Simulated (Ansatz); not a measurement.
Gas-phase electronic energies from Ansatz, PBE0-D4/def2-TZVP geometries. CBS: MP2 limit from def2 TZ/QZ plus the TZ coupled-cluster correction, frozen cores. This one scheme is used for every species, atoms too. For atomizations the MP2-based limit and the directly extrapolated one differ by several kJ/mol either way, and by 10 to 25 for some Ge, Se and Sn compounds, so smaller differences from it don't rank the levels. DFT in def2-TZVPP. B3LYP here is the variant with VWN-RPA as its local correlation; programs differ in this. HSE06 is defined as in plane-wave codes. Open shells (•) are unrestricted, without spin–orbit coupling. Spin–orbit coupling would lower the free atoms: a little for C. Each species was taken in one conformer, which may not be the lowest.

`CC#CCCCCC` → 8 C• + 14 H•  (atomization)

(1) What is ΔE at CCSD(T)/CBS? (An estimate is asked.)

(2) What do these levels give: BLYP-D4, r2SCAN-D4, B3LYP-D4, BHLYP-D4, CAM-B3LYP-D4, ωB97X-V, HSE06, CAM-B3LYP, CCSD(T)/def2-SVP, HF/def2-TZVPP, HF/def2-QZVPP, SCS-MP2/def2-QZVPP? (Estimate.)

Largest T1 diagnostic among the species: 0.010.

## Answers

(1) Ansatz gave: +9116.1 kJ/mol.

(2) Ansatz gave: BLYP-D4 9092.5, r2SCAN-D4 9148.3, B3LYP-D4 9135.5, BHLYP-D4 8922.0, CAM-B3LYP-D4 9167.5, ωB97X-V 9127.2, HSE06 9181.4, CAM-B3LYP 9129.9, CCSD(T)/def2-SVP 8804.9, HF/def2-TZVPP 6891.4, HF/def2-QZVPP 6897.7, SCS-MP2/def2-QZVPP 9132.5 kJ/mol.

At CCSD(T), def2-SVP lies −311.2 kJ/mol from the extrapolated value and def2-TZVPP −190.4 kJ/mol: correlation converges slowly with the basis, and small sets miss more of it in the bonded molecule than in its fragments. From BLYP to BHLYP (50 % exact exchange), in def2-TZVPP and without D4, ΔE moves by −122.3 kJ/mol: exact exchange takes away binding that semilocal exchange gives to molecules. The D4 term adds +69.3 kJ/mol with B3LYP and +37.5 kJ/mol with PBE0; it sums over pairs of atoms, weighted by their polarisabilities, and B3LYP, whose exchange is more repulsive, gets the larger term.
